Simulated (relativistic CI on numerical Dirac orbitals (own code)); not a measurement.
Computed by Dirac-Coulomb-Breit CI, KLI orbitals optimised for each configuration, model QED, unscaled Slater integrals (own radial code, finite nucleus).

The strongest absorption lines from the ground level of an ion, among the configurations computed and to levels below about 17800 eV (vacuum wavelength in nm, gf): 0.06961 (0.012), 0.07046 (0.022), 0.07210 (0.045), 0.07215 (0.012), 0.07591 (0.12), 0.07604 (0.033), 0.08933 (0.61), 0.08996 (0.17).

Task: Which ion is it?
A. Tc41+
B. Zr38+
C. Se32+
D. Rb35+

Result: D. Rb35+ has 2 electrons and the ground level 1s² ¹S0; the strongest line goes to 1s2p ¹P°1. The pattern of lines fixes the number of electrons, and along that sequence the line energies rise steadily with the charge (about as its square where n changes within one kind of shell, about linearly where n is kept but much faster in heavy ions where fine structure, which grows about as Z⁴, sets the gap, and irregularly where shells cross), which fixes Z. Configurations outside the model, such as inner-shell arrays, can give stronger lines. At this charge energies of transitions that change n are usually good to better than 1 %, and those within a shell (Δn = 0) to a few per cent.

LS names give the leading component of a level, which can be under half, so a name can repeat, a term be missing and a line seem to break the LS rules.
